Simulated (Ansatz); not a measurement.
The cluster Mg₂O₂. Total charge 0; triplet. Geometry PBE0-D4/def2-TZVP; atoms count from 1.

```xyz
4

Mg    1.377    0.150    0.230
Mg   -1.377   -0.150   -0.230
O    -0.231    0.294    1.192
O     0.231   -0.295   -1.192
```

At PBE0-D4/def2-TZVP a singlet of charge 0 lies 1.12 eV below the triplet, each at its own geometry. The structure comes from a short search, and lower isomers may exist.

(1) Estimate the Mulliken populations from the PBE0/def2-TZVP orbitals of Ansatz.

(2) Where does the spin sit?

(3) And the Mayer bond orders between heavy atoms (over 0.3)?

## Answers

(1) 
```
atom  charge (e)  spin (α − β)
 Mg1        0.72          0.47
 Mg2        0.72          0.47
  O3       -0.72          0.53
  O4       -0.72          0.53
```
Mulliken values depend strongly on the basis.

(2) Summed by element: Mg 0.94, O 1.06, of 2 unpaired in all. Largest on single atoms: O4 0.53, O3 0.53, Mg2 0.47.

(3) Mg1–Mg2 0.30 (2.81 Å); Mg1–O3 0.65 (1.88 Å); Mg1–O4 0.65 (1.88 Å); Mg2–O3 0.65 (1.88 Å); Mg2–O4 0.65 (1.88 Å).
